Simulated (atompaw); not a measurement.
PBE PAW (atompaw) dataset for vanadium, scalar-relativistic all-electron reference.

vanadium (V), PAW, made with atompaw 4.2.0.5 (PBE, scalar-relativistic). Core [Ar], reference 3d3 4s2 4p0. Waves: 4s (bound): rc 2.90 bohr; 4s channel at 0.25 Ry: rc 2.30 bohr; 4p (bound, empty): rc 2.90 bohr; 4p channel at 2.05 Ry: rc 2.90 bohr; 3d (bound): rc 1.90 bohr; 3d channel at 1.65 Ry: rc 1.90 bohr. Local part: bessel scheme, radius 2.55 bohr. Core correction: smooth core density matched at 1.45 bohr. Augmentation charge: besselshape compensation charge, radius 2.25 bohr; PAW radius 2.90 bohr; waves and projectors: custom rrkj vanderbiltortho.

All-electron outer shells of the reference configuration (PBE, scalar-relativistic, ld1.x):

```json
{"shell": "3s", "level (eV)": "-70.24", "outermost node (bohr)": "0.38", "outermost maximum (bohr)": "0.82"}
{"shell": "3p", "level (eV)": "-44.04", "outermost node (bohr)": "0.35", "outermost maximum (bohr)": "0.84"}
{"shell": "3d", "level (eV)": "-5.16", "outermost node (bohr)": "–", "outermost maximum (bohr)": "0.90"}
{"shell": "4s", "level (eV)": "-4.70", "outermost node (bohr)": "1.17", "outermost maximum (bohr)": "2.76"}
{"shell": "4p", "level (eV)": "-1.44", "outermost node (bohr)": "1.30", "outermost maximum (bohr)": "3.63"}
```

Results:

- Cutoffs needed: 25 Ry and 40 Ry (the cutoffs (Ry, on a coarse ladder) from which the occupation-weighted sum of valence levels, in a spherical-Bessel basis at the reference potential, stays within 10 and 1 mRy of its value at 400 Ry)
- Ghost test: no extra level below or beside the all-electron valence levels (s, p, d, f tested) (spherical-Bessel basis up to 400 Ry, 20 bohr box)
- Lowest eigenvalue of the overlap operator: 0.08 (s channel)
- Overlap eigenvalues printed by atompaw (projector basis): 0.00132, 0.0494, 0.253, 13.7, 40.9, 151
- Share of each valence orbital outside the PAW sphere: 4s 59 %, 4p 83 %, 3d 7 %

Generation and tests took about 4.3 s on one core of a shared server CPU.
